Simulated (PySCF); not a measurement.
**The first ionisation energy along the 4p block**

All values are computed (PySCF 2.14, energy differences of UHF-based or UKS calculations, no spin-orbit coupling). Values in eV. The last column holds reference values (NIST; (s) semi-empirical, (t) theoretical, else measured). Unmarked ones compare directly (S terms, centres of terms, or small fine structure); those marked * lie between the lowest fine-structure levels and include a spin-orbit shift.

| element | configurations | UHF | MP2 (valence) | SCS-MP2 (valence) | CCSD (valence) | CCSD(T) (valence) | reference |
| --- | --- | --- | --- | --- | --- | --- | --- |
| Ga (pcseg-2, non-relativistic) | [Ar] 3d10 4s2 4p1 → [Ar] 3d10 4s2 | 5.582 | 5.788 | 5.771 | 5.852 | 5.875 | 5.931 |
| Ge (pcseg-2, non-relativistic) | [Ar] 3d10 4s2 4p2 → [Ar] 3d10 4s2 4p1 | 7.448 | 7.790 | 7.716 | 7.818 | 7.844 | 7.925 |
| As (pcseg-2, non-relativistic) | [Ar] 3d10 4s2 4p3 → [Ar] 3d10 4s2 4p2 | 9.453 | 9.925 | 9.781 | 9.891 | 9.922 | 10.008 |
| Se (pcseg-2, non-relativistic) | [Ar] 3d10 4s2 4p4 → [Ar] 3d10 4s2 4p3 | 8.595 | 9.252 | 9.315 | 9.364 | 9.391 | 9.635 |
| Br (pcseg-2, non-relativistic) | [Ar] 3d10 4s2 4p5 → [Ar] 3d10 4s2 4p4 | 10.767 | 11.575 | 11.572 | 11.575 | 11.607 | 11.844 |
| Kr (pcseg-2, non-relativistic) | [Kr] → [Ar] 3d10 4s2 4p5 | 13.092 | 14.020 | 13.934 | 13.896 | 13.932 | 14.222 |

Q: Which of these methods has the smallest mean absolute error against the measured values here?

A: CCSD(T) (valence), with 0.165 eV.

```tsv
method	elements	mean error (eV)	mean absolute error (eV)	largest error (eV)
UHF	6	-0.771	0.771	-1.130
MP2 (valence)	6	-0.203	0.203	-0.383
SCS-MP2 (valence)	6	-0.246	0.246	-0.320
CCSD (valence)	6	-0.195	0.195	-0.326
CCSD(T) (valence)	6	-0.165	0.165	-0.289
```

Errors include the incompleteness of the basis and the frozen core.

"Valence" correlates the outer s and p shells and, in groups 3 to 12 and the f block, the outer d or f shell, open or full, or the next shell where the ion has no valence electron left; the wider scheme adds the next inner shell.
